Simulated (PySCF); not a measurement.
**Ru⁺ (ruthenium, charge +1): PBE0 calculation**

Configuration: [Kr] 4d6 5s1, high-spin 6D determinant (an excited configuration). Calculation: PySCF 2.14, in aug-cc-pVTZ-PP with ECP28MDF; scalar relativity through the core potential.

```
Total energy                                                  : -94.1746 hartree
One-electron energy                                           : -158.5675 hartree
Hartree (Coulomb) energy                                      : 74.2143 hartree
Exchange-correlation energy                                   : -9.8214 hartree
⟨S²⟩                                                          : 8.7510
⟨L²⟩                                                          : 6.015
Sum of ⟨r⟩                                                    : 21.27 bohr
Sum of ⟨r²⟩                                                   : 38.27 bohr²
Traceless quadrupole moment −½Σ⟨3z² − r²⟩ along its main axis : 0.723 e·bohr²
```

| shell | electrons | mean orbital energy (eV) | spread (eV) | rms radius, mean of both spins (bohr) |
| --- | --- | --- | --- | --- |
| 4s α | 1 | -94.131 | 0 | 1.09 |
| 4s β | 1 | -90.131 | 0 | 1.09 |
| 4p α | 3 | -62.780 | 1.373 | 1.21 |
| 4p β | 3 | -58.265 | 0.025 | 1.21 |
| 4d α | 5 | -18.266 | 1.553 | 1.71 |
| 4d β | 1 | -15.167 | 0 | 1.71 |
| 5s α | 1 | -13.235 | 0 | 3.08 |

Energies and moments cover only the electrons outside the core potential.
